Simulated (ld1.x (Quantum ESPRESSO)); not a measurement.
## u(r) = r·R(r): atom against pseudo-atom (Cd)

Columns: radius, all-electron u(r) and pseudo u(r) of the 4s shell (level -107.78 eV) of cadmium in the configuration [Ar] 3d10 4s2 4p6 4d10 5s1 5p1; PBEsol, scalar-relativistic, TM scheme, ld1.x (Quantum ESPRESSO) 7.5.

```csv
r (bohr),all-electron,pseudo
0.075,-0.4279,-0.0527
0.150,-0.0277,-0.1130
0.225,0.5912,-0.1893
0.300,0.6629,-0.2911
0.375,0.3238,-0.4269
0.450,-0.1570,-0.5997
0.525,-0.6025,-0.7991
0.600,-0.9359,-0.9967
0.675,-1.1422,-1.1528
0.750,-1.2364,-1.2369
0.825,-1.2446,-1.2446
0.900,-1.1937,-1.1937
0.975,-1.1064,-1.1064
1.050,-1.0001,-1.0001
1.125,-0.8871,-0.8871
1.200,-0.7755,-0.7755
1.275,-0.6702,-0.6702
1.350,-0.5739,-0.5739
1.425,-0.4878,-0.4878
1.500,-0.4122,-0.4122
1.575,-0.3465,-0.3465
1.650,-0.2902,-0.2902
1.725,-0.2421,-0.2421
1.800,-0.2014,-0.2014
1.875,-0.1670,-0.1670
1.950,-0.1383,-0.1383
```

(1) How many radial nodes do the two functions have?

(2) At about which radius was the pseudo-wave matched?

(3) Where does each function peak?

(4) Is the pseudo-wave norm-conserving?

## Answers

(1) The all-electron 4s function has n − l − 1 = 3 (the table is too coarse to show those close to the nucleus); the pseudo-wave has 0, since the states of the same l below it are removed with the core.

(2) 0.85 bohr, where the columns begin to agree (steps of 0.07 bohr).

(3) Outermost all-electron maximum near 0.82 bohr, pseudo maximum near 0.82 bohr (to the table’s step).

(4) Yes: the TM scheme keeps the norm inside the radius equal to the all-electron one, which fixes the energy derivative of the logarithmic derivative at the level.
